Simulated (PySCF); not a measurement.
Sn(OMe)2 (C2H6O2Sn), SMILES [O]([Sn][O]C)C (connectivity only; charge and spin as stated), neutral, multiplicity 1.

The structure is a stationary point at PBE0-D3(BJ)/def2-SVP. The structure was generated by enumeration; whether it is a known compound was not checked. The def2 effective core potentials stand for the cores of Sn; spin–orbit coupling is left out. Other conformers were not sampled.

Computed with B3LYP/def2-TZVP (PySCF).

Symmetry labels are those of the subgroup C2 that the program uses (full group C2).

Computed valence orbital energies around the gap with their symmetry:
```tsv
orbital	symmetry	energy (eV)
HOMO−7	A	-11.88
HOMO−6	A	-11.67
HOMO−5	B	-11.43
HOMO−4	A	-8.88
HOMO−3	B	-7.73
HOMO−2	A	-7.50
HOMO−1	A	-7.18
HOMO	B	-7.16
LUMO	B	-2.23
LUMO+1	B	-0.28
LUMO+2	A	0.02
LUMO+3	A	1.27
```
